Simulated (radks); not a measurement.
Valence configurations of Tl IV (all share [Xe]). Method: Dirac Kohn-Sham, PBE, spin-unpolarised, spherical densities, point nucleus; open shells fill j = l - 1/2 first; computed with a radial shooting solver on a logarithmic mesh with Libxc functionals. Energies are relative to 4f14 5d10; eigenvalues in eV.

| valence | E (eV) | e(4f5/2) | e(4f7/2) | e(5d3/2) | e(5d5/2) | e(6p1/2) |
|---|---|---|---|---|---|---|
| 4f14 5d10 | 0.000 | -145.61 | -141.01 | -45.687 | -43.380 | - |
| 4f14 5d9.5 6s0.5 | 4.373 | -147.80 | -143.20 | -47.258 | -44.903 | - |
| 4f14 5d9.5 6p0.5 | 8.804 | -148.41 | -143.80 | -47.802 | -45.438 | -27.266 |
| 4f14 5d9 6s1 | 9.119 | -150.03 | -145.42 | -48.845 | -46.442 | - |
| 4f14 5d9 6p1 | 18.178 | -151.22 | -146.62 | -49.914 | -47.494 | -28.168 |
| 4f14 5d8 6s2 | 19.757 | -154.59 | -149.98 | -52.055 | -49.554 | - |
| 4f14 5d8 6p2 | 38.661 | -156.93 | -152.32 | -54.120 | -51.588 | -29.946 |
| 4f14 5d7 6s2 6p1 | 41.716 | -160.44 | -155.83 | -56.319 | -53.704 | -30.559 |
| 4f13 5d10 6p1 | 122.87 | -164.42 | -159.68 | -51.952 | -49.366 | -28.484 |
| 4f13 5d9.5 6s0.5 6p1 | 128.89 | -166.74 | -162.00 | -53.601 | -50.966 | -29.095 |

NIST lists [Xe] 4f14 5d10 as the ground configuration; this level of theory agrees among the configurations tried. The energies are those of spherical spin-averaged densities, not of single terms.
